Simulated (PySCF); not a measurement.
BeHIS, SMILES [SH][Be][I].

The structure is a stationary point at B3LYP-D3(BJ)/def2-TZVP. The def2 effective core potentials stand for the cores of I; spin–orbit coupling is left out. Other conformers were not sampled.

Calculation: PBE0/def2-TZVPD in PySCF.

Symmetry labels are those of the subgroup Cs that the program uses (full group Cs).

Computed valence orbital energies around the gap with their symmetry:
| orbital | symmetry | energy (eV) |
|---|---|---|
| HOMO−7 | A' | -20.42 |
| HOMO−6 | A' | -19.51 |
| HOMO−5 | A' | -11.85 |
| HOMO−4 | A' | -10.16 |
| HOMO−3 | A' | -9.39 |
| HOMO−2 | A" | -8.36 |
| HOMO−1 | A' | -8.15 |
| HOMO | A" | -7.76 |
| LUMO | A' | -1.07 |
| LUMO+1 | A' | -0.71 |
| LUMO+2 | A" | -0.51 |
| LUMO+3 | A' | 0.26 |
